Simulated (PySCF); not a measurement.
An unknown shows these calculated signals:

1H NMR (300 MHz, computed): δ 8.17 (s, 1H), 6.02 (m, 1H), 4.61 (s, 3H).

13C{1H} NMR (computed): δ 166.3 (CH), 165.3 (C), 131.1 (C), 126.2 (CH).

- geometry: GFN2-xTB
- PBE0/pcSseg-1 with gauge-including orbitals
- program: PySCF
- one computed conformer, isolated molecule, fast rotation and ring inversion assumed for equivalent nuclei, non-relativistic Hamiltonian

References, each an isolated molecule treated in the same way: TMS for 1H, 13C.

Problem. Which of these does the molecule contain: a Si–H bond, a C≡C triple bond, a heteroaromatic ring, a methoxy group, a non-aromatic C=C double bond, a CF3 group?

Solution. 
- A Si–H bond: yes (δH 4.61 (s)).
- A C≡C triple bond: no.
- A heteroaromatic ring: no.
- A methoxy group: no.
- A non-aromatic C=C double bond: yes.
- A CF3 group: yes (δC 131.1).

The data belong to `FC(/C=C(\OC=O)[SiH3])(F)F`, C4H5F3O2Si; they needn't prove each group on their own.

Carbon signals by region: 2 in the far downfield region (above 160 ppm), 2 in the sp2 and nitrile region (100–160 ppm). Above 160 ppm: 166.3, ester carbonyl carbon, 165.3, alkene carbon bearing oxygen.

Splittings by 19F in the carbon and heteronuclear signals aren't shown, as no couplings were computed. Shifts are as computed. Against solution values, carbons near 30 ppm lie about +3 ppm off and those near 130 ppm about +5 ppm. Of 1211 compounds with measured shifts, 218 miss one by over three times the rms of a fit or turn the order of signals round; such compounds aren't used in these exercises. No couplings were computed; multiplicities are counted from neighbouring protons, with m where these are inequivalent, close in shift, in a saturated or five-membered ring or joined by F or P, and br s for small geminal =CH2 splittings.
